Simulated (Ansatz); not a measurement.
Harmonic frequencies (cm⁻¹) at PBE0-D4/def2-TZVP from Ansatz: 149, 149, 221, 288, 326, 399, 558, 613, 920, 932, 1024, 1420, 1689, 3120, 3198.

(1) Which molecule is it?
A. `S[S][In]([Br])[Br]`
B. `C=[C]1[Te][Al]1[F]`
C. `CC=C=O`
D. `N[SiH]1N=C1Cl`

Results:

(1) B.
